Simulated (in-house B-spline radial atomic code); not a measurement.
**Ionising K8+ with different functionals**

Computed with a B-spline radial code for spherical atoms: scalar-relativistic (spin-free X2C) Hamiltonian, Fermi nucleus of rms radius 3.4349 fm, spin-polarised at highest spin, spherical fractional occupations for the functionals, and exact exchange of hybrids averaged over the configuration. The ionisation energy is the difference of two self-consistent energies, [Ne] 3s1 → [He] 2s2 2p6, without Breit or QED terms; ε is the level of the shell that loses the electron (its least bound occupied spin orbital).

```
   method                    rung  ΔSCF (eV)  -ε(3s) (eV)
     PBE0           global hybrid     176.58       169.63
    B3LYP           global hybrid     177.20       169.55
    TPSSh           global hybrid     176.22       168.35
BHandHLYP           global hybrid     176.87       171.87
  r2SCAN0           global hybrid     175.72       169.93
    B97-1           global hybrid          ?            ?
    HSE06  range-separated hybrid     176.63       169.30
    wB97X  range-separated hybrid     174.55       172.08
CAM-B3LYP  range-separated hybrid     177.19       171.50
  LC-wPBE  range-separated hybrid          ?            ?
```

(1) What does B97-1 give?

(2) What does LC-wPBE give?

(3) Among the functionals, which spreads more, the ΔSCF values or the orbital energies?

(4) How do they compare with the NIST value?

## Answers

(1) ΔSCF 176.09 eV, and -ε(3s) = 169.00 eV.

(2) ΔSCF 176.89 eV, and -ε(3s) = 172.97 eV.

(3) The orbital energies: ΔSCF values span about 2.65 eV and the orbital energies 4.62 eV.

(4) NIST lists 175.817 eV ± 0.0025 (semi-empirical, ground level to ground level). Errors run from -1.27 to +1.39 eV; r2SCAN0 is closest (-0.10 eV), but part of that can be cancellation, since the calculations leave out Breit-QED terms.
